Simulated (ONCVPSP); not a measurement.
# Transferability test, ONCV potential for K

K (Z = 19), optimised norm-conserving Vanderbilt (ONCV), made with ONCVPSP 4.0.1 (PBE, fully relativistic). Core [Ne], reference 3s2 3p6 4s1. Waves: 3s+4s: rc 2.35 bohr, ncon 4, nbas 8, qcut 4.3 1/bohr, 2 projectors; 3p: rc 1.40 bohr, ncon 4, nbas 9, qcut 5 1/bohr, 2 projectors, debl 2.7 Ha; d scattering state at 0.46 Ha: rc 2.15 bohr, ncon 4, nbas 8, qcut 5.1 1/bohr, 2 projectors, debl 2.8 Ha. Local part: polynomial inside 1.25 bohr (lpopt 5, dvloc0 6 Ha). Core correction: Teter function, fcfact 4.5, rcfact 1.6.

Open shells are filled in proportion to 2j + 1.

Energies are relative to the spin-unpolarised reference configuration 3s2 3p6 4s1; without spin polarisation the order of configurations can differ from experiment.

```csv
valence configuration,charge,ΔE all-electron (eV),error AE − PS (meV)
3s2 3p6 4s0,+1,4.314,-0.2
3s2 3p6 4s0 4p1,0,1.553,-0.1
3s1 3p6 4s1,+1,41.994,-245
```

Problem. What are ΔE and the potential's error for 3s2 3p6 4s0.5?

Solution. ΔE = 1.641 eV all-electron; the error (AE − PS) is 0.0 meV.

These tests converged, but a pseudo level misses the all-electron one widely, so the file describes the atom poorly there or has found another state: 3s2 3p6 4s0 4p1: empty 4s by 3.2 eV.
